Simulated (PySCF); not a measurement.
Numbering as in the mapped SMILES `[SiH3:1][CH2:2][Si:3]1([Cl:4])[CH:5]=[CH:6][CH:7]=[CH:8]1`. Hydrogens are named by the atom that carries them.

Computed data (PySCF 2.14): PBE0/pcSseg-1 with gauge-including orbitals, geometry from GFN2-xTB. Non-relativistic, gas phase, a single conformation, one averaged value for each set of equivalent atoms.

Problem. Predict the 2D correlation tables (HSQC, COSY, HMBC).

Solution. 

HSQC (one-bond C–H):
```csv
δH,δC
7.09 (H(C6)/H(C7)),153.6 (C6/C7)
6.00 (H(C5)/H(C8)),137.6 (C5/C8)
0.09 (H(C2)),-5.1 (C2)
```

COSY cross peaks (H two or three bonds apart, from the bond graph; peaks can be absent where the dihedral angle is near 90°):
```csv
δH,δH
7.09 (H(C6)/H(C7)),6.00 (H(C5)/H(C8))
4.13 (H(Si1)),0.09 (H(C2))
```

HMBC (two and three bonds, from the bond graph):
```csv
δH,δC
7.09 (H(C6)/H(C7)),"153.6 (C6/C7), 137.6 (C5/C8)"
6.00 (H(C5)/H(C8)),"153.6 (C6/C7), 137.6 (C5/C8), -5.1 (C2)"
4.13 (H(Si1)),-5.1 (C2)
0.09 (H(C2)),137.6 (C5/C8)
```

Referencing at the same level of theory: 1H and 13C against TMS.

Shifts are as computed. Against solution values, carbons near 30 ppm lie about +3 ppm off and those near 130 ppm about +5 ppm. Of 1211 compounds with measured shifts, 218 miss one by over three times the rms of a fit or turn the order of signals round; such compounds aren't used in these exercises.
